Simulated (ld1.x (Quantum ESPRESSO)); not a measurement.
## Cutoff test, P (Z = 15), RRKJ

ld1.x (Quantum ESPRESSO) 7.5 input, shortened:

```
&input
   title='P', zed=15., rel=1, dft='PBE', iswitch=3,
   config='[Ne] 3s2 3p1.5 3d-2'
 /
 &inputp
   pseudotype=2, tm=.false., rho0=0.005, lloc=0,
   nlcc=.false.
 /
3
3P  2  1   1.50   0.00  1.90  1.90  0.0
3D  3  2  -2.00   0.05  1.85  1.85  0.0
3S  1  0   2.00   0.00  1.65  1.65  0.0
 &test
   configts(1)='3s2 3p1.5'
 /
```

The pseudo-atom Hamiltonian at the reference potential is diagonalised in spherical Bessel functions j_l(qr) that vanish at 20 bohr, with q² up to the cutoff. All-electron valence levels (Ry): 3p -1.4038, 3s -2.0931.

Problem. How do the lowest levels (Ry) of each channel move with the cutoff, and are there ghosts?

Solution.

```csv
cutoff (Ry),p #1,d #1,d #2,s #1,f #1,Σ f·Δε (mRy)
8,-1.3874,-0.5068,-0.2014,-1.9988,-0.1557,213.3
12,-1.3900,-0.5299,-0.2078,-2.0645,-0.1558,78.0
18,-1.3948,-0.5491,-0.2132,-2.0873,-0.1558,25.3
25,-1.4010,-0.5585,-0.2157,-2.0880,-0.1558,14.5
30,-1.4029,-0.5620,-0.2167,-2.0888,-0.1558,10.0
40,-1.4037,-0.5639,-0.2172,-2.0919,-0.1558,2.5
50,-1.4038,-0.5639,-0.2172,-2.0929,-0.1558,0.5
60,-1.4038,-0.5639,-0.2172,-2.0930,-0.1558,0.3
400,-1.4038,-0.5639,-0.2172,-2.0931,-0.1558,0.0
```

Result: no extra level below or beside the all-electron valence levels (p, d, s, f tested); 10 mRy is reached at 35 Ry and 1 mRy at 50 Ry.
